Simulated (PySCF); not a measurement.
Q: Give a PBE0-D3(BJ)/def2-SVP geometry of `C#CBCOC`.

A: 
```xyz
13
C4H7BO angstrom
C      3.3716    1.2536   -0.0705
C      2.4393    0.4811   -0.2173
B      1.2851   -0.4893   -0.4010
C     -0.1835    0.0049   -0.1989
O     -1.1368   -0.9856   -0.4332
C     -2.4444   -0.5560   -0.2317
H      4.1953    1.9335    0.0579
H      1.5170   -1.6375   -0.6943
H     -0.3465    0.9009   -0.8440
H     -0.2565    0.4141    0.8382
H     -3.1171   -1.4011   -0.4359
H     -2.6155   -0.2155    0.8102
H     -2.7176    0.2808   -0.9069
```

Any rigid rotation of these coordinates is as good. Atoms count from 1 in this order. The B–C distances run from 1.519 Å (C2–B3, drawn single) to 1.563 Å (B3–C4, drawn single), a spread of 0.044 Å. The 6 heavy atoms lie in one plane (0.009 Å rms). B3 (three-coordinate boron) is planar (angles 120.8°, 119.8° and 119.4°, sum 360.0°, 0.00 Å off the plane of its three neighbours). Of the pairs four or more bonds apart, H10···H12 is among the closest relative to their van der Waals radii: 2.44 Å, 102 % of the sum of Bondi's values.

Bonds between heavy atoms (Å): C1≡C2 1.220, C2–B3 1.519, B3–C4 1.563, C4–O5 1.395, O5–C6 1.391.

Theory: PBE0-D3(BJ)/def2-SVP geometry optimisation, gas phase (PySCF).

Point group: near Cs, missed by 0.09 Å at most; the miss may be what the optimiser left on a soft mode. No PBE0-D3(BJ)/def2-SVP frequencies stand behind this structure, so it isn't proved a minimum. The numbers are those of one conformer (C2–B3–C4–O5 178°, B3–C4–O5–C6 179°).

Hardware: an Arm Neoverse V1 with one thread, no GPU, shared host. Cost: 30 s, 0.50 GiB resident at most. These figures are those of the optimisation.
